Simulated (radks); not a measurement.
Ni+, configuration [Ar] 3d9. Method: Dirac Kohn-Sham, HCTH/407, spin-unpolarised, spherical densities, finite nucleus; open shells fill j = l - 1/2 first; Fermi nuclear charge, rms radius 3.7757 fm; computed with a radial shooting solver on a logarithmic mesh with Libxc functionals.

Spin-orbit splittings of the eigenvalues, e(l+1/2) - e(l-1/2), with zeta = 2 splitting/(2l+1) and mean radii in bohr:

shell  occ.  splitting (eV)  zeta (eV)  <r> j=l-1/2  <r> j=l+1/2
2p        6           17.51      11.67       0.2129       0.2161
3p        6           2.175      1.450       0.7769       0.7873
3d        9          0.2254    0.09015        1.055        1.064
